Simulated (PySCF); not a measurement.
Input of a run (PBE0-D3(BJ)/def2-SVP geometry optimisation, gas phase (PySCF 2.14.0)), started from a GFN2-xTB structure with every atom displaced at random (by about 0.01 Å):
```
{"job": {"xc": "PBE0", "basis": "def2-SVP", "d3": "d3bj", "grid": 1, "shake": 0.01, "kind": "geom"}, "charge": 0, "multiplicity": 1}
B      0.198260     1.550740    -0.078920
C     -0.223580     0.084030    -0.456650
C      1.050850    -0.579350    -0.323100
C      2.164380    -1.114810    -0.176940
C     -1.239260    -0.601670     0.446490
Cl    -2.822820     0.225940     0.310440
H      0.643930     2.264530    -0.905770
H      0.093720     1.952600     1.014210
H     -0.540880    -0.025080    -1.475010
H      3.048910    -1.612830    -0.062470
H     -1.401460    -1.641390     0.188440
H     -0.932370    -0.530970     1.510240
```

Output (energies in Eh, forces in Eh/bohr):
```
step   0  E = -640.33063863  max force = 0.096104
step   1  E = -640.33738368  max force = 0.015098
step   2  E = -640.33809430  max force = 0.006357
step   3  E = -640.33853271  max force = 0.004257
step   4  E = -640.33870074  max force = 0.002426
step   5  E = -640.33876940  max force = 0.001763
step   6  E = -640.33881763  max force = 0.002029
step   7  E = -640.33886371  max force = 0.001454
step   8  E = -640.33889651  max force = 0.001280
step   9  E = -640.33891839  max force = 0.001231
step  10  E = -640.33893183  max force = 0.000926
step  11  E = -640.33893498  max force = 0.000387
optimisation converged
```

Q: Summarise the run.

A: The energy falls by 0.226 eV over 12 energy and gradient evaluations, the largest force component goes from 0.0961 to 3.9e-04 Eh/bohr, and the atoms move by 0.308 Å rms after alignment. The bond that changes most is C4–H10 (terminal alkyne carbon to alkyne hydrogen), which lengthens by 0.053 Å. Bonds longer at the end by more than 0.005 Å: 7 of 11; shorter: 4. Among the angles that change most is B1–C2–C3, from 99.8° to 83.4°. Among the dihedrals that turn most is C3–C2–C5–H12, from 62° to 49°. The energy never rose by more than 1e-6 Eh on the way. The first step brought 81 % of the lowering.

Q: What are the final bond lengths?

A: B1–C2 1.585 Å, C2–C3 1.453 Å, C3≡C4 1.218 Å, C2–C5 1.516 Å, C5–Cl6 1.786 Å, B1–H7 1.205 Å, B1–H8 1.207 Å, C2–H9 1.100 Å, C4–H10 1.075 Å, C5–H11 1.099 Å, C5–H12 1.098 Å. Numbering counts from 1 in the input's order; the species is `B[C@@H](C#C)CCl`.

The run used 118 basis functions and 85 SCF cycles in all. The run took 61 s wall on an Arm Neoverse V1 with one thread, no GPU (shared host), and the process peaked at 0.51 GiB of memory.

Not checked by PBE0-D3(BJ)/def2-SVP frequencies. The numbers are those of one conformer.
